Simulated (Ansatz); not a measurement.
Harmonic frequencies (cm⁻¹) at PBE0-D4/def2-TZVP from Ansatz: 20, 31, 120, 142, 380, 402, 477, 560, 632, 653, 757, 778, 811, 915, 1063, 1213, 1436, 1441, 1881, 2586, 2669, 3032, 3102, 3134.

Each molecule was computed in one conformer, which needn't be the lowest.

(1) Which molecule is it?
A. `CC(=N)S`
B. `[CH3][AlH][BH]S`
C. `[BH2][AlH][S]C`
D. `CB1N=C=CS1`

Answers

(1) B.
